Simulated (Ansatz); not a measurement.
Reactions of `COB(O)O[SiH3]`.

Calculated with Ansatz (gas phase, PBE0-D4/def2-TZVP geometries, no zero-point term in ΔE). CBS: MP2 limit from def2 TZ/QZ plus the TZ coupled-cluster correction, frozen cores. This one scheme is used for every species, atoms too. DFT in def2-TZVPP. B3LYP here is the variant with VWN-RPA as its local correlation; programs differ in this. Open shells (•) are unrestricted, without spin–orbit coupling. Spin–orbit coupling would lower the free atoms: a little for B, C, O, Si. def2 core potentials past Kr. Bonds to I, Zn are less sure, by a few kJ/mol each and by 10 to 20 or more in all where they break to atoms, as the def2 sets lack core-valence functions. Scalar relativity is left out up to krypton. One conformer a species, not always the lowest.

```
                                                           reaction  ωB97X-V (kJ/mol)  CCSD/CBS(def2) (kJ/mol)  PBE-D4 (kJ/mol)  B3LYP-D4 (kJ/mol)  CCSD(T)/CBS(def2) (kJ/mol)
                      `COB(O)O[SiH3]` + CH₄ → `COB(C)O[SiH3]` + H₂O               113                      110              107                115                         108
`COB(O)O[SiH3]` + `Cl[CH2][ZnH]` → `COB(O)Cl` + `[SiH3]O[CH2][ZnH]`                70                       79               64                 71                          77
        `COB(O)O[SiH3]` + `ClC(Cl)I` → `OB(Cl)O[SiH3]` + `COC(Cl)I`                 0                        8               -2                  2                           7
                      `COB(O)O[SiH3]` → B• + C• + 7 H• + 3 O• + Si•              5210                     5139             5265               5195                        5208
                        `COB(O)O[SiH3]` + H₂O → `COB(O)O` + silanol               -10                       -6              -10                 -8                          -5
                      `COB(O)O[SiH3]` + H₂S → `COB(S)O[SiH3]` + H₂O                55                       54               44                 53                          50
```

Largest T1 diagnostic: 0.014, for `[SiH3]O[CH2][ZnH]`.
